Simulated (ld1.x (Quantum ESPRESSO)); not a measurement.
**Varying the RRKJ potential for Zn**

Base potential:

ld1.x (Quantum ESPRESSO) 7.5 input, shortened:

```
&input
   title='Zn', zed=30., rel=2, dft='REVPBE', iswitch=3,
   config='[Ar] 3d10 4s2 4p0', rel_dist='average'
 /
 &inputp
   pseudotype=2, tm=.false., rho0=0.001, lloc=2,
   nlcc=.false.
 /
3
4S  1  0   2.00   0.00  1.90  1.90  0.0
3P  2  1   6.00   0.00  0.70  0.70  0.0
3D  3  2  10.00   0.00  1.40  1.40  0.0
 &test
   configts(1)='3p6 3d10 4s2 4p0'
 /
```

Open shells are filled in proportion to 2j + 1 (rel_dist='average').

Cutoffs, loose and tight: the cutoffs (Ry, on a coarse ladder) from which the occupation-weighted sum of valence levels, in a spherical-Bessel basis at the reference potential, stays within 10 and 1 mRy of its value at 400 Ry. They do not see the model core or the augmentation charge, which bear on the density cutoff. Test errors are all-electron minus pseudo excitation energies from the reference, over the configurations 3p6 3d10 4s1 4p0; 3p6 3d10 4s0 4p0; 3p6 3d9 4s0 4p0; 3p6 3d9 4s2 4p0; 3p5 3d10 4s2 4p0; 3p6 3d8 4s0 4p0; 3p6 3d10 4s1 4p1. A dash means not determined; rows that change the core or the reference have their own tests. The largest error is taken over the tests solved by every variant that gives reliable tests at all: 3p6 3d10 4s0 4p0; 3p6 3d10 4s1 4p0; 3p6 3d10 4s1 4p1; 3p6 3d8 4s0 4p0; 3p6 3d9 4s0 4p0.

A true bound ghost makes a file unfit for plane-wave use even where its test errors are small: the radial tests pick states by their node count and pass the ghost by. Where a test does run into it, the solver fails or the error is huge.

```csv
change,outcome,"cutoff, loose","cutoff, tight",bound ghosts,largest test error (meV)
base,"generated, misses its reference levels by 0.21 eV",300 Ry,over 300 Ry,s,-239
wave 4s (bound): rc 1.90 bohr becomes 4s (bound): rc 1.32 bohr,failed: compute_chi: n is too large,–,–,–,–
wave 4s (bound): rc 1.90 bohr becomes 4s (bound): rc 1.56 bohr,failed: compute_chi: n is too large,–,–,–,–
wave 4s (bound): rc 1.90 bohr becomes 4s (bound): rc 1.76 bohr,"generated, misses its reference levels by 0.21 eV",300 Ry,over 300 Ry,s,-239
wave 4s (bound): rc 1.90 bohr becomes 4s (bound): rc 2.10 bohr,"generated, misses its reference levels by 0.21 eV",300 Ry,over 300 Ry,s,"no test is counted, since the test run did not reproduce the reference configuration"
wave 4s (bound): rc 1.90 bohr becomes 4s (bound): rc 2.32 bohr,"generated, misses its reference levels by 0.21 eV",300 Ry,over 300 Ry,s,"no test is counted, since the test run did not reproduce the reference configuration"
wave 4s (bound): rc 1.90 bohr becomes 4s (bound): rc 2.60 bohr,"generated, misses its reference levels by 0.21 eV",300 Ry,over 300 Ry,s,-239
wave 4s (bound): rc 1.90 bohr becomes 4s (bound): rc 2.74 bohr,"generated, misses its reference levels by 0.21 eV",300 Ry,over 300 Ry,s,-239
```

Reading the sweep of the s radius (base included, trends over the rows without a ghost): Bound ghosts are found at 1.76, 1.9, 2.1, 2.32, 2.6, 2.74 bohr. Every judged row has one, so this setting neither creates nor removes them. The generation fails at 1.32, 1.56 bohr.
